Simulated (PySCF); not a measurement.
## Computed properties of germylsilane (GeH₆Si), SMILES [SiH3][GeH3]

GeH6Si, SMILES [SiH3][GeH3]. The structure is a stationary point at PBE0-D3(BJ)/def2-TZVP. Other conformers were not sampled. All values are computed for the isolated molecule unless a solvent is named; none is compared with measurement here.

**Structure.** The optimised structure has C3v symmetry. All 18 harmonic modes at PBE0-D3(BJ)/def2-TZVP (PySCF) are real, so it is a minimum.

**Vibrations.** The strongest infrared lines (harmonic, unscaled, degenerate partners summed) lie at 783 cm⁻¹ (361 km/mol, H 96 %), 2152 cm⁻¹ (195 km/mol, H 98 %), 2231 cm⁻¹ (192 km/mol, H 96 %). The softest mode is at 118 cm⁻¹ and the zero-point energy is 29.8 kcal/mol.

**Electronic structure.** B3LYP/def2-TZVPD (PySCF) places the frontier levels at -8.09 and -0.26 eV, a gap of 7.83 eV, and gives a dipole moment of 0.12 D and a mean polarisability of 66.4 bohr³.

**Excitations.** TDDFT-M06-2X/def2-SVPD (PySCF) has S1 at 7.37 eV (168 nm, f = 0.066, bright); the most intense of the 10 singlets computed lies at 7.71 eV (f = 0.58). Strengths of degenerate partners are summed. T1 (TDA) is at 6.75 eV. No vertical singlet excitation falls in the visible range (under 3.1 eV).

**NMR.** GIAO shifts at KT2/pcSseg-2 (PySCF) (non-relativistic, atoms alike by connectivity averaged): ¹H at 3.9 ppm against TMS; ²⁹Si at -107.1 ppm against TMS.
